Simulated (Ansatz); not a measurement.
Mulliken charges of Cl2FH2NZr, SMILES `[NH2][Zr]([F])([Cl])[Cl]` from PBE/def2-TZVPP in Ansatz (PBE0-D4/def2-TZVP geometry).

```
atom   x (Å)   y (Å)   z (Å)  charge (e)
  N1  -0.174   1.252  -0.045      -0.506
 Zr2   0.002  -0.737  -0.014       1.083
  F3  -1.625  -1.420  -0.687      -0.321
 Cl4   0.410  -1.419   2.197      -0.287
 Cl5   1.843  -1.347  -1.340      -0.287
  H6   0.533   1.912   0.255       0.159
  H7  -0.988   1.760  -0.365       0.159
```

Question: By hand: the dipole of these point charges (1 e Å = 4.8032 D).

Answer: Σ q r = (-0.107, 0.402, -0.035) e Å, of length 0.417 e Å = 2.00 D.

Question: How does the dipole of the full density compare? (An estimate is asked.)

Answer: The calculation gave: (-0.156, 0.574, -0.052) e Å, 2.87 D; the point charges give 0.70 times that, at 0° from its direction.

Point charges leave out the atoms' own dipoles, such as those of lone pairs, and Mulliken's split depends on the basis, so the two needn't agree.
